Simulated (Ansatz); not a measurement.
Mulliken charges of C$_{2}$H$_{2}$ClFGe (`[F][Ge]1([Cl])[CH]=[CH]1`) from ωB97M-V/def2-TZVPP in Ansatz (PBE0-D4/def2-TZVP geometry).

```
atom   x (Å)   y (Å)   z (Å)  charge (e)
  F1  -1.293  -1.960  -0.278      -0.349
 Ge2  -0.036  -0.869   0.177       0.663
 Cl3   1.341  -2.062   1.256      -0.221
  C4  -0.323   0.968   0.360      -0.188
  C5   0.333   0.689  -0.785      -0.188
  H6  -0.678   1.879   0.831       0.141
  H7   0.718   1.286  -1.606       0.141
```

Task: By hand: the dipole of these point charges (1 e Å = 4.8032 D).

Result: Σ q r = (0.135, 0.698, -0.093) e Å, of length 0.717 e Å = 3.44 D.

Task: How does the dipole of the full density compare? (Best estimate.)

Result: Ansatz gave: (0.119, 0.499, -0.053) e Å, 2.48 D; the point charges give 1.39 times that, at 3° from its direction.

Point charges leave out the atoms' own dipoles, such as those of lone pairs, and Mulliken's split depends on the basis, so the two needn't agree.
